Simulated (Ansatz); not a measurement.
Na₃Sn⁻, relaxed as a triplet with UKS r2SCAN-D4/def2-TZVPD in Ansatz, starting from the r2SCAN-D4/def2-TZVPD geometry of the charge -1 singlet. Force threshold 0.02 eV/Å.

In the def2 sets Sn takes a core potential; there is no spin–orbit coupling. The charge -1 triplet is spin-contaminated (final ⟨S²⟩ up to 2.20, 2.00 for a pure state). The highest occupied level of the charge -1 triplet lies above zero (up to 0.35 eV). The electron is either unbound and held by the finite basis, or the level is raised by self-interaction error. At r2SCAN-D4/def2-TZVPD a singlet of charge -1 lies 0.12 eV below the triplet, each at its own geometry. The structure comes from a short search, and lower isomers may exist.

Start:

Cartesian coordinates in Å:
```
Na -1.219 1.011 1.590
Na 1.895 1.060 -0.569
Na -1.178 -0.833 -1.718
Sn 0.502 -1.238 0.697
```

```
         step  energy (eV)  largest force component (eV/Å)  SCF passes
            1  -19081.0834                           0.301          43
            2  -19081.1277                           0.245          49
            3  -19081.2011                           0.065          53
            4  -19081.2201                           0.071          42
            5  -19081.2276                           0.064          44
            6  -19081.2440                           0.047          45
            7  -19081.2694                           0.071          38
            8  -19081.3016                           0.092          36
            9  -19081.3334                           0.096          34
           10  -19081.3585                           0.063          32
           11  -19081.3737                           0.024          29
           12  -19081.3770                           0.006          25
           13  -19081.3772                           0.002          25
14 (rejected)  -19081.3771                           0.004          27
           15  -19081.3772                           0.002          25
```

Force components are those of the run's own axes.

End:

```xyz
4

Na   -2.202   -0.038    1.979
Na    2.626    0.036   -1.368
Na   -1.076    0.004   -1.552
Sn    0.652   -0.002    0.940
```

Bonds lost: Na1–Na2 (atoms count from 1).

The force fell under the threshold at step 12, but the optimiser went on. No frequencies were taken in this run, so the end may be a saddle point.

Hardware: 4 threads of Arm Neoverse V2 on a shared host. Wall time 69 s.
